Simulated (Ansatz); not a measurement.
**Telling isomers of AlHOS2 apart by their spectra**

These gas-phase data were calculated for one isomer of AlHOS2 at PBE0-D3(BJ)/pcseg-1 (harmonic, unscaled wavenumbers; equilibrium rotational constants with average atomic masses):

```
rotational constants            : 6.191, 2.635, 1.848 GHz
all wavenumbers above 1500 cm⁻¹ : 3970
dipole moment                   : 3.48 D (PBE0/def2-TZVPD)
```

Candidates:

(1) `[OH][Al]1[S][S]1`, a singlet
(2) `[O]1[AlH][S]S1`, a singlet

Task: Which structure fits?

Result: Candidate (1). The band at 3970 cm⁻¹ lies where the O–H stretch is expected; (2) has no mode between 3300 and 4000 cm⁻¹.

The same quantities for all candidates:

|  | rotational constants (GHz) | wavenumbers above 1500 cm⁻¹ | dipole (D) | E above the lowest, PBE0-D3(BJ)/pcseg-1 (kcal/mol) |
| --- | --- | --- | --- | --- |
| (1) | 6.191, 2.635, 1.848 | 3970 | 3.48 | 0.0 |
| (2) | 5.023, 4.562, 2.391 | 2032 | 2.06 | 36.9 |

Harmonic stretches to hydrogen usually lie a few per cent above observed fundamentals. Each candidate is one conformer. Programs: Ansatz 0.2.0.
